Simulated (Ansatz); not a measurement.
A nudged elastic band was laid between two geometries of ClF3Ge + H3Si (9 atoms, charge 0, multiplicity 2).

The calculation used UHF/def2-SVP in Ansatz.

- movable images: 7
- climbing image: yes
- spring: 5.0 eV/Å²
- optimiser: quadratic models (default)
- start path: through a guess of the saddle point
- force threshold: 0.05 eV/Å
- iteration limit: 60
- end points: relaxed

Initial state:

```xyz
9
Properties=species:S:1:pos:R:3
Ge 0.000 0.000 -0.820
Cl 0.000 0.000 1.271
F 1.569 0.000 -1.433
F -0.784 1.358 -1.433
F -0.784 -1.359 -1.433
Si 0.000 0.000 6.086
H -0.762 -1.187 6.538
H 1.409 -0.067 6.538
H -0.647 1.253 6.538
```

Final state:

```xyz
9
Properties=species:S:1:pos:R:3
Ge 0.000 0.000 -0.632
Cl 0.000 0.000 3.330
F 1.571 0.000 -1.293
F -0.785 1.360 -1.293
F -0.785 -1.360 -1.293
Si 0.000 0.000 5.414
H -0.756 -1.177 5.874
H 1.397 -0.066 5.873
H -0.642 1.243 5.874
```

(1) What changes between the two ends?

(2) Give the energies along the band, and the barrier.

(3) What is the geometry of the highest image?

The band took 15 iterations and roughly 11 core-minutes.

Answers

(1) Bonds broken: Ge1–Cl2. Bonds formed: Cl2–Si6. ClF3Ge + H3Si becomes ClH3Si + F3Ge.

(2) The forces met the threshold. The highest image is number 5 of 0 to 8, 1.10 eV above the first end and 1.53 eV above the last; the last end lies 0.43 eV below the first. Neighbouring images differ by up to 1.3 eV, so the band resolves the path poorly. A vibrational analysis at the climbing image gives one clearly imaginary mode, 563i cm⁻¹: a first-order saddle point.

| image | path coordinate (Å) | energy (eV) | Ge1–Cl2 (Å) | Cl2–Si6 (Å) |
| --- | --- | --- | --- | --- |
| 0 | 0.00 | 0.00 | 2.09 | 4.82 |
| 1 | 0.63 | 0.00 | 2.09 | 4.40 |
| 2 | 1.25 | 0.02 | 2.09 | 3.98 |
| 3 | 1.88 | 0.09 | 2.09 | 3.58 |
| 4 | 2.50 | 0.27 | 2.09 | 3.19 |
| 5 | 3.13 | 1.10 | 2.36 | 2.55 |
| 6 | 3.80 | -0.25 | 3.09 | 2.09 |
| 7 | 4.47 | -0.40 | 3.52 | 2.08 |
| 8 | 5.14 | -0.43 | 3.96 | 2.08 |

(3) 
```xyz
9
Properties=species:S:1:pos:R:3
Ge -0.001 0.000 0.068
Cl -0.011 0.000 2.424
F 1.569 0.001 -0.586
F -0.782 1.357 -0.596
F -0.781 -1.358 -0.596
Si 0.000 0.000 4.978
H -0.764 -1.192 5.391
H 1.417 -0.067 5.380
H -0.647 1.259 5.391
```

Run time: 3.1 min on 4 threads of Arm Neoverse V1, on a shared host, peak memory 0.47 GiB.
